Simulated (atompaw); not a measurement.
titanium (Ti): one change to a PAW (atompaw) potential, before and after

atompaw 4.2.0.5 input, output lines left out:

```
Ti 22
GGA-PBE scalarrelativistic loggrid 1500 logderivrange -7 5 301
4 4 3 0 0 0
4 0 1
4 1 1
3 2 2
0 0 0
c
c
v
v
c
v
v
v
2
2.45 1.95 2.25 1.95
n
n
y
1.9
n
custom polynom2 7 10 vanderbiltortho besselshape
bessel
1.15
2.45
1.45
2.45
2.45
2.45
```

Change: wave 3d channel at 1.9 Ry: rc 2.45 bohr becomes 3d channel at 1.9 Ry: rc 1.42 bohr.

Cutoffs: the cutoffs (Ry, on a coarse ladder) from which the occupation-weighted sum of valence levels, in a spherical-Bessel basis at the reference potential, stays within 10 and 1 mRy of its value at 400 Ry; they do not see the model core or the augmentation charge, which bear on the density cutoff.

What does the change do?

The potential gets neither clearly harder nor softer (40 Ry and 230 Ry → 40 Ry and 230 Ry); the p channel sets the loose cutoff, while the largest relative change is in d, which becomes softer; the range in which the d phases agree widens (upper end 3.4 → at the end of the scan); neither file shows a bound ghost.

```csv
quantity,base,changed
"cutoff, loose",40 Ry,40 Ry
"cutoff, tight",230 Ry,230 Ry
loose cutoff by channel (10 mRy a level),"s 18 Ry, p 21 Ry, d 18 Ry","s 18 Ry, p 21 Ry, d 15 Ry"
bound ghosts,none,none
s: phases at 2.46 bohr within 0.05 rad from the reference energy up to (Ry; the scan ends near 5),4.2,4.2
p: phases at 2.46 bohr within 0.05 rad from the reference energy up to (Ry; the scan ends near 5),to the end of the scan,to the end of the scan
d: phases at 2.46 bohr within 0.05 rad from the reference energy up to (Ry; the scan ends near 5),3.4,to the end of the scan
lowest overlap eigenvalue by channel,"s 0.44, p 0.56, d 0.99","s 0.44, p 0.56, d 1.00"
```

 The cutoffs see the waves, projectors and local potential, not the compensation charge or the core.
